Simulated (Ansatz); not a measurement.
Reaction (atomization): `CC(C)OBS` → B• + 3 C• + 9 H• + O• + S•

Gas-phase electronic energies from Ansatz, PBE0-D4/def2-TZVP geometries. CBS: MP2 limit from def2 TZ/QZ plus the TZ coupled-cluster correction, frozen cores. This one scheme is used for every species, atoms too. Functionals use def2-TZVPP. B3LYP here is the variant with VWN-RPA as its local correlation; programs differ in this. No spin–orbit coupling; open shells (•) take unrestricted orbitals. Spin–orbit coupling would lower the free atoms: a little for B, C, O, S. One conformer a species, not always the lowest.

CCSD(T)/CBS gives +5858.9 kJ/mol.

(1) Another level gave +5650.1 kJ/mol. Which?
A. r2SCAN-D4/def2-TZVPP
B. ωB97X-V/def2-TZVPP
C. CCSD/def2-TZVPP
D. B3LYP-D4/def2-TZVPP

Largest T1 diagnostic among the species: 0.014.

Results:

(1) C. CCSD/def2-TZVPP 5650.1, ωB97X-V 5880.0, B3LYP-D4 5869.7, r2SCAN-D4 5896.2 kJ/mol.

From PBE to PBE0 (25 % exact exchange), in def2-TZVPP and without D4, ΔE moves by −79.8 kJ/mol: exact exchange takes away binding that semilocal exchange gives to molecules. The D4 term adds +46.4 kJ/mol with B3LYP and +24.8 kJ/mol with PBE0; it sums over pairs of atoms, weighted by their polarisabilities, and B3LYP, whose exchange is more repulsive, gets the larger term.

For atomizations the MP2-based limit and the directly extrapolated one differ by several kJ/mol either way, and by 10 to 25 for some Ge, Se and Sn compounds, so smaller differences from it don't rank the levels.
